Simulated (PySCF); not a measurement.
PySCF 2.14 output of a UHF calculation on a single atom or ion in Sapporo-DKH3-DZP-2012 (6s5p3d1f, 43 functions), with the spin-free X2C one-electron Hamiltonian (Gaussian nucleus):

```
SCF conv_tol = 1e-09
number electrons alpha = 18  beta = 15
cycle= 1 E= -2427.69846220341  delta_E= -1.34e-09  |g|= 1.72e-05  |ddm|= 9.29e-05
cycle= 2 E= -2427.69846220359  delta_E= -1.78e-10  |g|= 8.94e-06  |ddm|= 3.32e-05
converged SCF energy = -2427.69846220359  <S^2> = 3.7507079  2S+1 = 4.0003539
```

The run itself started from symmetry-adapted Hartree-Fock orbitals and held the occupation by maximum overlap, so the iterations belong to that start.

Q: Which element, charge and spin multiplicity is this?

A: Se⁺ (selenium, charge +1), multiplicity 4; the state was [Ar] 3d10 4s2 4p3, high-spin 4S determinant.
